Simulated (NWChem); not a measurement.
System: SrCl2; SMILES [Cl][Sr][Cl]

Excerpt of the output:

```
             Northwest Computational Chemistry Package (NWChem) 7.3.0
             --------------------------------------------------------

                             Geometry "geometry" -> ""
                             -------------------------

 Output coordinates in angstroms (scale by  1.889725989 to convert to a.u.)

  No.       Tag          Charge          X              Y              Z
 ---- ---------------- ---------- -------------- -------------- --------------
    1 Sr                  38.0000     0.00000000     0.00000000     0.18554500
    2 Cl                  17.0000     2.51541200     0.00000000    -0.51722800
    3 Cl                  17.0000    -2.51541200     0.00000000    -0.51722800

 Effective nuclear repulsion energy (a.u.)     292.1773672878

                              NWChem Property Module
                              ----------------------

                                 NWChem DFT Module
                                 -----------------

 Summary of "ao basis" -> "ao basis" (spherical)
 ------------------------------------------------------------------------------
       Tag                 Description            Shells   Functions and Types
 ---------------- ------------------------------  ------  ---------------------
 Sr                       sadlej pvtz               24       58   11s9p4d
 Cl                       sadlej pvtz               14       32   7s5p2d

            General Information
            -------------------
          SCF calculation type: DFT
          Wavefunction type:  closed shell.
          No. of atoms     :     3
          No. of electrons :    72
           Alpha electrons :    36
            Beta electrons :    36
          Charge           :     0
          Spin multiplicity:     1
          Use of symmetry is: off; symmetry adaption is: off
          Maximum number of iterations: 150
          AO basis - number of functions:   122
                     number of shells:    52
          Convergence on energy requested:  1.00D-06
          Convergence on density requested:  1.00D-05
          Convergence on gradient requested:  5.00D-04

              XC Information
              --------------
                         PBE0 Method XC Functional
                     Hartree-Fock (Exact) Exchange  0.250
          PerdewBurkeErnzerhof Exchange Functional  0.750
            Perdew 1991 LDA Correlation Functional  1.000 local
           PerdewBurkeErnz. Correlation Functional  1.000 non-local

             Grid Information
             ----------------
          Grid used for XC integration:  medium
          Radial quadrature: Mura-Knowles
          Angular quadrature: Lebedev.
          Tag              B.-S. Rad. Rad. Pts. Rad. Cut. Ang. Pts.
          ---              ---------- --------- --------- ---------
          Sr                  2.00      123          24.0       590
          Cl                  1.00       88          16.0       590
          Grid pruning is: on
          Number of quadrature shells:   299
          Spatial weights used:  Erf1

      Superposition of Atomic Density Guess
      -------------------------------------

 Sum of atomic energies:       -4050.43427004

      Non-variational initial energy
      ------------------------------

 Total energy =   -4050.518843
 1-e energy   =   -6190.877228
 2-e energy   =    1848.181017
 HOMO         =      -0.454953
 LUMO         =      -0.114957

   convergence    iter        energy       DeltaE   RMS-Dens  Diis-err
 ---------------- ----- ----------------- --------- --------- ---------
 d= 0,ls=0.0,diis     1  -4053.2425842193 -4.35D+03  9.67D-03  2.64D+00
 d= 0,ls=0.0,diis     2  -4053.2397963241  2.79D-03  6.81D-03  5.39D-01
 d= 0,ls=0.0,diis     3  -4053.2824874384 -4.27D-02  2.60D-03  2.43D-01
 d= 0,ls=0.0,diis     4  -4053.3143961153 -3.19D-02  2.00D-04  1.69D-03
 d= 0,ls=0.0,diis     5  -4053.3144779725 -8.19D-05  5.27D-05  3.41D-05
  Resetting Diis
 d= 0,ls=0.0,diis     6  -4053.3144808904 -2.92D-06  1.49D-05  3.88D-06
 d= 0,ls=0.0,diis     7  -4053.3144814725 -5.82D-07  3.50D-06  7.97D-08

         Total DFT energy =    -4053.314481472506
      One electron energy =    -6195.911635519146
           Coulomb energy =     2010.256986128979
    Exchange-Corr. energy =     -159.837199370129
 Nuclear repulsion energy =      292.177367287790

 Numeric. integr. density =       71.999999840199

                       DFT Final Molecular Orbital Analysis
                       ------------------------------------

 Vector   34  Occ=2.000000D+00  E=-2.933719D-01
              MO Center=  2.1D-06,  1.4D-09, -5.1D-01, r^2= 7.3D+00
   Bfn.  Coefficient  Atom+Function         Bfn.  Coefficient  Atom+Function
  ----- ------------  ---------------      ----- ------------  ---------------
    74      0.314963  2 Cl pz               106      0.314962  3 Cl pz
    77      0.234044  2 Cl pz               109      0.234043  3 Cl pz
    71      0.188724  2 Cl pz               103      0.188723  3 Cl pz
    68     -0.174182  2 Cl pz               100     -0.174181  3 Cl pz
    72      0.142791  2 Cl px               104     -0.142792  3 Cl px

 Vector   35  Occ=2.000000D+00  E=-2.930471D-01
              MO Center= -2.4D-06,  1.2D-09, -5.0D-01, r^2= 7.4D+00
   Bfn.  Coefficient  Atom+Function         Bfn.  Coefficient  Atom+Function
  ----- ------------  ---------------      ----- ------------  ---------------
    73      0.345722  2 Cl py               105      0.345722  3 Cl py
    76      0.255643  2 Cl py               108      0.255643  3 Cl py
    70      0.206473  2 Cl py               102      0.206473  3 Cl py
    67     -0.190770  2 Cl py                99     -0.190770  3 Cl py
    22     -0.069225  1 Sr py                79      0.040916  2 Cl py

 Vector   36  Occ=2.000000D+00  E=-2.919804D-01
              MO Center= -3.4D-06, -3.1D-10, -4.9D-01, r^2= 7.5D+00
   Bfn.  Coefficient  Atom+Function         Bfn.  Coefficient  Atom+Function
  ----- ------------  ---------------      ----- ------------  ---------------
    74      0.309350  2 Cl pz               106     -0.309351  3 Cl pz
    77      0.233589  2 Cl pz               109     -0.233590  3 Cl pz
    71      0.184424  2 Cl pz               103     -0.184425  3 Cl pz
    68     -0.170521  2 Cl pz               100      0.170522  3 Cl pz
    72     -0.169435  2 Cl px               104     -0.169434  3 Cl px

 Vector   37  Occ=0.000000D+00  E=-7.740326D-02
              MO Center=  2.5D-08,  3.3D-08,  9.1D-01, r^2= 6.3D+00
   Bfn.  Coefficient  Atom+Function         Bfn.  Coefficient  Atom+Function
  ----- ------------  ---------------      ----- ------------  ---------------
     9      1.154808  1 Sr s                 10      0.406665  1 Sr s
     8     -0.381823  1 Sr s                 65     -0.271218  2 Cl s
    97     -0.271218  3 Cl s                  7     -0.231604  1 Sr s
    53     -0.196746  1 Sr d  2              32      0.144509  1 Sr pz
     5      0.138033  1 Sr s                 75      0.138101  2 Cl px

 Vector   38  Occ=0.000000D+00  E=-1.634786D-02
              MO Center= -9.1D-08,  9.3D-08,  1.4D+00, r^2= 1.3D+01
   Bfn.  Coefficient  Atom+Function         Bfn.  Coefficient  Atom+Function
  ----- ------------  ---------------      ----- ------------  ---------------
    31      0.539360  1 Sr py                55      0.375735  1 Sr d -1
    50      0.324011  1 Sr d -1              34      0.287043  1 Sr py
    28      0.227381  1 Sr py                22     -0.131332  1 Sr py
    25     -0.107518  1 Sr py                37      0.097839  1 Sr py
    19      0.075438  1 Sr py                40     -0.071865  1 Sr d -1

 Vector   39  Occ=0.000000D+00  E=-1.390375D-02
              MO Center= -1.4D-07,  2.7D-07,  1.2D+00, r^2= 1.3D+01
   Bfn.  Coefficient  Atom+Function         Bfn.  Coefficient  Atom+Function
  ----- ------------  ---------------      ----- ------------  ---------------
    32      0.481863  1 Sr pz                 9     -0.409619  1 Sr s
    56      0.360139  1 Sr d  0              51      0.291523  1 Sr d  0
    53      0.262129  1 Sr d  2              58      0.253488  1 Sr d  2
    35      0.249966  1 Sr pz                29      0.235951  1 Sr pz
    65      0.166062  2 Cl s                 97      0.166062  3 Cl s

     Multipole analysis of the density
     ---------------------------------

     L   x y z        total         alpha         beta         nuclear
     -   - - -        -----         -----         ----         -------
     0   0 0 0     -0.000000    -36.000000    -36.000000     72.000000

     1   1 0 0      0.000000      0.000000      0.000000      0.000000
     1   0 1 0      0.000000      0.000000      0.000000      0.000000
     1   0 0 1      1.742797     10.825570     10.825570    -19.908343

     2   2 0 0    -58.847365   -413.541851   -413.541851    768.236338
     2   1 1 0     -0.000000     -0.000000     -0.000000      0.000000
     2   1 0 1     -0.000000     -0.000000     -0.000000      0.000000
     2   0 2 0    -32.935318    -16.467659    -16.467659      0.000000
     2   0 1 1      0.000000      0.000000      0.000000      0.000000
     2   0 0 2    -33.574959    -35.364276    -35.364276     37.153594

 *** CALLING NEW AORESP DRIVER FOR CLOSED AND OPEN SHELLS ***
 Entering AOResponse driver routine

[...]

 DFT Linear Response polarizability / au
 Frequency  =       0.0773000 / au
 Wavelength =     589.4353558 / nm
              X              Y              Z
 -----------------------------------------------
 X      82.9608211     -0.0000001     -0.0000000
 Y      -0.0000001     53.1993548      0.0000001
 Z      -0.0000000      0.0000001     53.8180296
 -----------------------------------------------
 Eigenvalues =      82.9608211     53.1993548     53.8180296
 Isotropic   =      63.3260685
 Anisotropic =      29.4570019
 -----------------------------------------------

 Magnetic Dipole Response Matrix (nonzero elements):

 Exiting AOResponse driver routine
```

Level: PBE0/Sadlej pVTZ, non-relativistic. Structure relaxed at the PBE0/def2-SVP (def2 core potentials past Kr) level.

### Question
Write an input that gives this output.

### Answer
Several could match; the one computed here: the input that was run:
```
start job
memory heap 200 mb stack 900 mb global 1100 mb
geometry units angstroms noautosym nocenter noautoz
  Sr     0.000000     0.000000     0.185545
  Cl     2.515412     0.000000    -0.517228
  Cl    -2.515412     0.000000    -0.517228
end
basis spherical
  Sr library sadlej_pvtz
  Cl library sadlej_pvtz
end
dft
  xc pbe0
  iterations 150
end
property
  response 1 0.0773
end
task dft property
```
